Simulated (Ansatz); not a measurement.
The cluster Cr₂O. The state is a singlet with charge 0. Geometry PBE-D4/def2-TZVP; atoms count from 1.

```xyz
3

Cr   -0.6778   -0.4126    0.5461
Cr    0.8162   -0.6261   -0.1688
O    -0.1384    1.0387   -0.3773
```

The restricted singlet is unstable: a solution with broken spin symmetry lies lower. The geometry of the singlet was relaxed on an unsound state (restricted singlet, unstable towards broken spin symmetry). At PBE0-D4/def2-TZVP a triplet of charge 0 lies 2.05 eV below the restricted singlet, each at its own geometry. That triplet is doubtful there (⟨S²⟩ 3.57, where a pure state has 2.00). The structure comes from a short search, and lower isomers may exist.

(1) Estimate the Mulliken populations from the PBE0/def2-TZVP orbitals of Ansatz.

(2) And the Mayer bond orders between bonded heavy atoms (over 0.3)?

Answers

(1) 
```json
{"atom": "Cr1", "charge (e)": "0.40", "d electrons": "4.70"}
{"atom": "Cr2", "charge (e)": "0.36", "d electrons": "4.83"}
{"atom": "O3", "charge (e)": "-0.77", "d electrons": "–"}
```
Mulliken values and Mayer orders depend strongly on the basis.

(2) Cr1–Cr2 4.22 (1.67 Å); Cr1–O3 1.20 (1.80 Å); Cr2–O3 0.83 (1.93 Å).
